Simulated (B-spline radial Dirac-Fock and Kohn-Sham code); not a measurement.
## The K-LL Auger spectrum of Se³⁺

System: the Se³⁺ ion, [Ar] 3d10 4s2 4p1, inside a Watson sphere of charge -3 and radius 2.7 Å (a model of the Madelung potential; inside it an electron's potential energy is raised by 16.0 eV).

Input of the calculation (task.json; shells as n, l, electrons):

```json
{"items": [{
  "Z": 34,
  "q": 3,
  "cfg": [[1, 0, 2], [2, 0, 2], [2, 1, 6], [3, 0, 2], [3, 1, 6], [3, 2, 10], [4, 0, 2], [4, 1, 1]],
  "A": 80,
  "rrms": 4.14,
  "watson": [-3, 2.7],
  "do": ["binding", "quiet", "double"]
}]}
```

Command: `python xray_run.py task.json out`

Method: Dirac-Fock (average of configuration) total-energy differences with a finite nucleus, the Breit interaction including its frequency dependence, and self-energy and vacuum-polarisation corrections. Computed with a radial B-spline solver. The two-hole levels come from diagonalising the Coulomb interaction among the jj configurations; intensities are independent-particle Coulomb rates. Kinetic energies are from the vacuum level. The model has no electron correlation. Open outer shells are spectators and are not coupled to the holes. Labels follow the leading weight; the literature often keeps the label of the LS limit.

```csv
kinetic energy (eV),J,leading jj holes (weight),leading LS term (weight)
9220.3,0,L1L1 (0.99),¹S0 (0.99)
9396.5,1,L1L2 (0.73),¹P1 (0.84)
9428.3,0,L1L2 (1.00),³P0 (1.00)
9450.8,1,L1L3 (0.73),³P1 (0.84)
9470.3,2,L1L3 (1.00),³P2 (1.00)
9573.3,0,L2L2 (0.94),¹S0 (0.54)
9619.1,2,L2L3 (0.97),¹D2 (0.81)
9631.5,1,L2L3 (1.00),³P1 (1.00)
9652.9,0,L3L3 (0.95),³P0 (0.55)
9669.3,2,L3L3 (0.97),³P2 (0.81)
```

The intensity is shared as follows: 9619.1 eV 49.5 %, 9396.5 eV 18.5 %, 9669.3 eV 11.0 %, 9220.3 eV 6.7 %, 9450.8 eV 4.5 %, 9573.3 eV 3.7 %, 9470.3 eV 2.8 %, 9652.9 eV 2.5 %, 9428.3 eV 0.8 %, 9631.5 eV 0.0 %.

The strongest line, by its leading LS label ¹D2, lies at 9619.1 eV. The mean weight of the leading component is 0.93 in jj and 0.84 in LS coupling, so jj labels describe these levels better.
